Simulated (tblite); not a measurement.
Species: C5H12NOP.
Geometry (GFN2-xTB, Å), atoms numbered from 1 in this order:
```
atom  x, y, z in Å
C1     2.409   -0.291    0.504
P2     0.854    0.041   -0.372
N3     1.228    0.400   -1.837
C4    -0.236   -1.425   -0.016
C5    -1.676   -1.020   -0.332
O6    -2.151    0.014    0.495
C7    -1.525    1.252    0.262
C8    -0.057    1.269    0.690
H9     2.912   -1.105   -0.015
H10    2.240   -0.553    1.546
H11    3.025    0.603    0.432
H12    0.464    0.614   -2.462
H13    0.069   -2.251   -0.662
H14   -0.156   -1.732    1.028
H15   -1.743   -0.715   -1.390
H16   -2.359   -1.859   -0.168
H17   -2.104    1.982    0.835
H18   -1.594    1.512   -0.808
H19    0.370    2.261    0.520
H20    0.026    1.014    1.747
```

All values are computed: GFN2-xTB (tblite) harmonic vibrations without scaling, gas phase. The method is semi-empirical: single wavenumbers can be off by several per cent or more. One conformer, not necessarily the lowest.

Question: How many normal modes are there?

Answer: 20 atoms, non-linear: 3N − 6 = 54.

Question: What is the point group of the computed structure, and how do the modes divide by symmetry?

Answer: Cs. The vibrations span 30 a′ + 24 a″.

Question: How many distinct wavenumbers does the calculation give?

Answer: 54: Cs has no degenerate species.

Question: How many fundamentals are allowed in the infrared by symmetry?

Answer: 54 of 54: in Cs every mode is allowed. All fundamentals are allowed in the Raman spectrum.

Question: Zero-point energy?

Answer: Half the sum of the wavenumbers, 36232 cm⁻¹, or 4.492 eV from 54 modes, 2.226 eV of it from above 1550 cm⁻¹.

Question: How far is the lowest real mode excited at 77 K, as a harmonic oscillator?

Answer: θ = hcν̃/k = 155 K for 107.8 cm⁻¹, so N1/N0 = 0.13 and ⟨v⟩ = 1/(exp(θ/T) − 1) = 0.15.
